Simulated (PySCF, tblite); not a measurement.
Species: C₆H₁₁NO.
Bonds: C1–C2 (double), C2–C3, C3–N4, C3–O5 (double), C2–C6, C6–C7, C6–C8. Hydrogens: H9, H10 on C1; H11, H12 on N4; H13 on C6; H14, H15, H16 on C7; H17, H18, H19 on C8.

Computed with GFN2-xTB (tblite), gas phase: Langevin dynamics at 400 K from the optimised GFN2-xTB geometry, time step 0.5 fs, friction 0.01 fs⁻¹, 2000 steps. Over the second half of the run the saved frames average 424 K.

Frame at 250 fs, instantaneous temperature 361 K:
```
atom  x, y, z in Å
C1      1.359   -0.459    1.607
C2      0.516   -0.719    0.650
C3      0.843   -1.626   -0.475
N4      2.091   -1.239   -0.979
O5      0.314   -2.663   -0.763
C6     -0.901   -0.060    0.431
C7     -1.014    0.544   -0.942
C8     -1.933   -1.238    0.690
H9      2.292   -1.046    1.711
H10     1.194    0.208    2.443
H11     2.234   -0.337   -0.627
H12     2.507   -1.547   -1.774
H13    -0.868    0.741    1.182
H14    -2.046    1.068   -1.001
H15    -0.849   -0.209   -1.655
H16    -0.253    1.335   -1.073
H17    -2.033   -1.415    1.794
H18    -1.725   -2.244    0.093
H19    -2.950   -0.946    0.384
```

Frame at 425 fs, instantaneous temperature 361 K:
```
atom  x, y, z in Å
C1      1.659   -0.231    1.621
C2      0.784   -0.882    0.832
C3      1.062   -1.946   -0.133
N4      2.260   -1.933   -0.860
O5      0.277   -2.883   -0.444
C6     -0.588   -0.260    0.756
C7     -0.877    0.263   -0.623
C8     -1.770   -1.215    1.098
H9      2.704   -0.540    1.654
H10     1.441    0.665    2.179
H11     3.142   -1.589   -0.620
H12     2.178   -2.478   -1.724
H13    -0.578    0.539    1.497
H14    -1.862    0.718   -0.463
H15    -0.989   -0.582   -1.290
H16    -0.154    0.951   -1.077
H17    -1.579   -2.277    0.899
H18    -2.688   -0.882    0.677
H19    -1.959   -1.138    2.194
```

Frame at 625 fs, instantaneous temperature 353 K:
```
atom  x, y, z in Å
C1      2.074    0.443    1.617
C2      1.172   -0.273    0.949
C3      1.441   -1.375    0.077
N4      2.777   -1.661   -0.294
O5      0.573   -2.039   -0.414
C6     -0.241    0.329    0.774
C7     -0.638    1.095   -0.497
C8     -1.534   -0.533    1.128
H9      3.047    0.095    1.878
H10     1.638    1.228    2.138
H11     3.570   -1.147    0.029
H12     2.869   -2.168   -1.204
H13    -0.241    1.119    1.616
H14    -1.478    1.711   -0.070
H15    -0.988    0.519   -1.315
H16     0.135    1.709   -1.016
H17    -1.619   -1.356    0.496
H18    -2.377    0.122    1.006
H19    -1.577   -0.771    2.198
```

Frame at 800 fs, instantaneous temperature 478 K:
```
atom  x, y, z in Å
C1      1.944    0.369    1.835
C2      1.076    0.113    0.820
C3      1.305   -0.923   -0.254
N4      2.691   -1.057   -0.439
O5      0.553   -1.539   -0.993
C6     -0.184    1.018    0.714
C7     -0.313    1.734   -0.629
C8     -1.364    0.112    1.111
H9      2.764   -0.266    2.039
H10     1.781    1.080    2.611
H11     3.534   -0.757    0.045
H12     2.841   -1.514   -1.317
H13    -0.049    1.720    1.522
H14    -1.103    2.528   -0.505
H15    -0.622    1.193   -1.500
H16     0.684    2.219   -0.888
H17    -1.371   -0.795    0.607
H18    -2.258    0.694    1.030
H19    -1.232   -0.164    2.207
```

Frame at 1000 fs, instantaneous temperature 477 K:
```
atom  x, y, z in Å
C1      1.946    0.799    1.471
C2      1.187    0.411    0.469
C3      1.619   -0.738   -0.394
N4      2.605   -0.588   -1.276
O5      1.038   -1.809   -0.363
C6     -0.204    0.971    0.197
C7     -0.213    1.732   -1.177
C8     -1.344   -0.016    0.166
H9      2.840    0.256    1.716
H10     1.554    1.445    2.220
H11     2.984    0.310   -1.442
H12     2.909   -1.419   -1.794
H13    -0.307    1.682    1.018
H14    -1.248    1.962   -1.539
H15     0.143    1.004   -1.909
H16     0.285    2.652   -1.158
H17    -1.183   -0.928   -0.413
H18    -2.285    0.391   -0.069
H19    -1.409   -0.576    1.182
```

**Question.** What do single points at PBE0/pcSseg-1 (PySCF, gas phase) give on these frames?

**Answer.** 
```json
{"t (fs)": "250", "GFN2-xTB E above start (eV)": "1.06", "DFT E above lowest frame (eV)": "0.51", "HOMO (eV)": "-7.23", "LUMO (eV)": "-0.43", "dipole (D)": "3.38"}
{"t (fs)": "425", "GFN2-xTB E above start (eV)": "0.83", "DFT E above lowest frame (eV)": "0.24", "HOMO (eV)": "-7.27", "LUMO (eV)": "-1.24", "dipole (D)": "3.49"}
{"t (fs)": "625", "GFN2-xTB E above start (eV)": "1.22", "DFT E above lowest frame (eV)": "0.52", "HOMO (eV)": "-7.48", "LUMO (eV)": "-1.35", "dipole (D)": "3.22"}
{"t (fs)": "800", "GFN2-xTB E above start (eV)": "0.81", "DFT E above lowest frame (eV)": "0.21", "HOMO (eV)": "-7.44", "LUMO (eV)": "-1.14", "dipole (D)": "3.36"}
{"t (fs)": "1000", "GFN2-xTB E above start (eV)": "0.68", "DFT E above lowest frame (eV)": "0.00", "HOMO (eV)": "-7.09", "LUMO (eV)": "-0.19", "dipole (D)": "3.27"}
```

Both levels order the frames alike by energy; measured from each level's lowest frame they differ by 0.13 eV at most. The HOMO–LUMO gap runs from 6.03 to 6.90 eV. These are instantaneous structures, not minima.

**Question.** And the isotropic GIAO shieldings (ppm) from the same runs?

**Answer.** 
| atom | 250 fs | 425 fs | 625 fs | 800 fs | 1000 fs | mean | range |
| --- | --- | --- | --- | --- | --- | --- | --- |
| C1 | 73.0 | 60.8 | 59.7 | 63.3 | 68.9 | 65.1 | 13.3 |
| C2 | 22.2 | 27.7 | 27.8 | 13.9 | 23.9 | 23.1 | 13.9 |
| C3 | 9.6 | 2.3 | 17.2 | 16.4 | 12.3 | 11.6 | 14.9 |
| N4 | 141.9 | 141.3 | 146.9 | 135.5 | 146.5 | 142.4 | 11.4 |
| O5 | -119.2 | -180.9 | -126.1 | -80.0 | -108.6 | -123.0 | 100.9 |
| C6 | 138.1 | 138.8 | 129.4 | 138.6 | 144.5 | 137.9 | 15.1 |
| C7 | 160.6 | 159.1 | 156.0 | 164.0 | 160.8 | 160.1 | 8.0 |
| C8 | 156.5 | 162.8 | 160.8 | 163.6 | 165.3 | 161.8 | 8.8 |
| H9 | 25.7 | 26.4 | 26.1 | 26.7 | 26.5 | 26.3 | 1.0 |
| H10 | 26.2 | 25.4 | 26.2 | 26.0 | 26.6 | 26.1 | 1.2 |
| H11 | 27.7 | 27.0 | 26.6 | 25.3 | 27.3 | 26.8 | 2.4 |
| H12 | 29.0 | 26.3 | 26.3 | 27.7 | 26.1 | 27.1 | 2.9 |
| H13 | 29.1 | 29.2 | 28.1 | 29.5 | 29.2 | 29.0 | 1.4 |
| H14 | 28.7 | 30.2 | 29.2 | 29.7 | 30.1 | 29.6 | 1.5 |
| H15 | 30.8 | 30.2 | 30.5 | 30.3 | 30.3 | 30.4 | 0.6 |
| H16 | 30.2 | 30.6 | 29.9 | 29.5 | 31.3 | 30.3 | 1.8 |

The cost below is that of the whole dynamics run. The run took 9.9 s wall on Arm Neoverse V2, one thread (shared host), and the process peaked at 0.18 GiB of memory.
